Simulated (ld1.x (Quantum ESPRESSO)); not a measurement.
# u(r) = r·R(r): atom against pseudo-atom (titanium (Ti))

Columns: radius, all-electron u(r) and pseudo u(r) of the 3s shell (level -62.63 eV) of titanium in the configuration [Ne] 3s2 3p6 3d2 4s2 4p0; PBE, scalar-relativistic, PAW scheme, ld1.x (Quantum ESPRESSO) 7.5.

| r (bohr) | all-electron | pseudo |
| --- | --- | --- |
| 0.135 | -0.3216 | 0.3273 |
| 0.270 | -0.5181 | 0.6259 |
| 0.405 | 0.0218 | 0.8711 |
| 0.540 | 0.5916 | 1.0452 |
| 0.675 | 0.9526 | 1.1401 |
| 0.810 | 1.0997 | 1.1574 |
| 0.945 | 1.0955 | 1.1077 |
| 1.080 | 1.0047 | 1.0079 |
| 1.215 | 0.8752 | 0.8786 |
| 1.350 | 0.7366 | 0.7393 |
| 1.485 | 0.6052 | 0.6061 |
| 1.620 | 0.4887 | 0.4887 |
| 1.755 | 0.3896 | 0.3896 |
| 1.890 | 0.3075 | 0.3075 |
| 2.025 | 0.2409 | 0.2409 |
| 2.160 | 0.1875 | 0.1875 |
| 2.295 | 0.1454 | 0.1454 |
| 2.430 | 0.1123 | 0.1123 |
| 2.565 | 0.0865 | 0.0865 |
| 2.700 | 0.0664 | 0.0664 |
| 2.835 | 0.0509 | 0.0509 |
| 2.970 | 0.0389 | 0.0389 |
| 3.105 | 0.0297 | 0.0297 |
| 3.240 | 0.0227 | 0.0227 |
| 3.375 | 0.0173 | 0.0173 |
| 3.510 | 0.0131 | 0.0131 |

(1) How many radial nodes do the two functions have?

(2) At about which radius was the pseudo-wave matched?

(3) Is the pseudo-wave norm-conserving?

Answers

(1) The all-electron 3s function has n − l − 1 = 2 (the table is too coarse to show those close to the nucleus); the pseudo-wave has 0, since the states of the same l below it are removed with the core.

(2) 1.65 bohr, where the columns begin to agree (steps of 0.14 bohr).

(3) No, it belongs to a PAW set: the norm inside the radius is not constrained, and the difference is carried by the augmentation charge.
